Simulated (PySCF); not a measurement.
## A small calculation by hand: entropy of an ideal gas

YOBr, SMILES [Y]([Br])=[O].

Coordinates come from a PBE0-D3(BJ)/def2-TZVP optimisation. The def2 effective core potentials stand for the cores of Y; spin–orbit coupling is left out.

PBE0-D3(BJ)/def2-TZVP in PySCF gives the harmonic wavenumbers 113, 244, 879 cm⁻¹ and the rotational temperatures 0.8469, 0.0650, 0.0604 K. The molar mass is 184.81 g/mol, the symmetry number 1, the spin multiplicity 1.

Q: Work out the entropy at 298.15 K and 1 atm in the rigid-rotor, harmonic-oscillator model.

A: 
Translation (Sackur–Tetrode at 1 atm): S = R[1.5 ln M + 2.5 ln T − 1.16487] = 173.8 J/(mol K).
Rotation: q = (√π/σ) T^1.5/√(θA θB θC) = 158000, S = R[ln q + 3/2] = 112.0 J/(mol K).
Vibration: with u = 1.4388 ν/T, each mode gives R[u/(e^u − 1) − ln(1 − e^−u)]:
```json
[
 {"ν (cm⁻¹)": "113", "modes": "1", "u": "0.55", "S (J/(mol K))": "13.46"},
 {"ν (cm⁻¹)": "244", "modes": "1", "u": "1.18", "S (J/(mol K))": "7.42"},
 {"ν (cm⁻¹)": "879", "modes": "1", "u": "4.24", "S (J/(mol K))": "0.64"}
]
```
These are all the modes. Sum 21.5 J/(mol K).
Spin: R ln 1 = 0.0 J/(mol K).
Total 307.4 J/(mol K); the program's own thermochemistry gives 307.4. Translation makes up 57 % and vibration 7 %. Anharmonicity, hindered rotation and orbital degeneracy are left out.
